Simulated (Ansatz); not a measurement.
Geometry optimisation, RKS PBE/def2-SVP in Ansatz.

Input file:

```yaml
crystal:
  periodic: [false, false, false]
  atoms:
    - { symbol: W, position_ang: [0.041432, -0.284315, -0.276915] }
    - { symbol: F, position_ang: [0.348669, -1.152101, 1.37616] }
    - { symbol: H, position_ang: [1.760449, -0.343446, -0.166986] }
    - { symbol: O, position_ang: [0.141116, 1.525191, -0.972568] }
    - { symbol: H, position_ang: [-0.137028, 2.199299, -0.320877] }
    - { symbol: H, position_ang: [-0.973406, 0.649198, 0.753061] }
    - { symbol: O, position_ang: [-1.329516, -1.622198, -0.386419] }
    - { symbol: H, position_ang: [-1.360237, -2.250911, 0.366495] }
    - { symbol: O, position_ang: [0.259737, -0.588074, -2.14818] }
    - { symbol: H, position_ang: [0.239171, 0.21196, -2.715358] }
    - { symbol: O, position_ang: [1.390677, 1.387091, 2.005921] }
    - { symbol: Si, position_ang: [3.047369, 1.77909, 2.021915] }
    - { symbol: H, position_ang: [3.896941, 0.657223, 1.481575] }
    - { symbol: H, position_ang: [3.177527, 2.997617, 1.154943] }
    - { symbol: H, position_ang: [3.502662, 2.102305, 3.421096] }
    - { symbol: H, position_ang: [1.174437, 0.504471, 2.406837] }
basis:
  gaussian: { orbitals: def2-SVP }
hamiltonian:
  xc: pbe
relax:
  f_tol: 0.03
  max_steps: 50
```

Run as:

```bash
$ ansatz run input.yaml --threads 4 --pin off --max-ram 5120MiB --backend cpu --events-out ev --progress --plain --runs-dir out
```

Q: Where does it end, and by what steps?

A: It converged. After 11 steps the energy has fallen by 0.165 eV; H14 moved furthest, 0.61 Å. Joined: W1–O11 (3.13 → 2.46 Å).

```tsv
step	energy less start (eV)	largest force component (eV/Å)	accepted
0	0.0000	1.087	yes
1	-0.0688	0.401	yes
2	-0.1200	0.441	yes
3	-0.1136	0.399	no
4	-0.1429	0.197	yes
5	-0.1507	0.305	yes
6	-0.1524	0.172	yes
7	-0.1605	0.135	yes
8	-0.1630	0.070	yes
9	-0.1638	0.037	yes
10	-0.1643	0.031	yes
11	-0.1647	0.022	yes
```

```xyz
16
Properties=species:S:1:pos:R:3
W 0.213 -0.187 -0.106
F 0.285 -1.280 1.548
H 1.899 -0.518 0.082
O 0.260 1.651 -0.766
H -0.043 2.286 -0.089
H -0.913 0.649 0.894
O -1.197 -1.445 -0.405
H -1.358 -1.970 0.407
O 0.545 -0.408 -1.973
H 0.439 0.387 -2.534
O 1.256 1.046 1.751
Si 2.856 1.678 1.719
H 3.855 0.628 1.331
H 2.809 2.787 0.716
H 3.164 2.206 3.092
H 1.109 0.264 2.334
```

Whether the end is a true minimum wasn't checked by a vibrational analysis.

The run took 40 s on 4 threads of Arm Neoverse V2, on a shared host, peak memory 0.26 GiB.
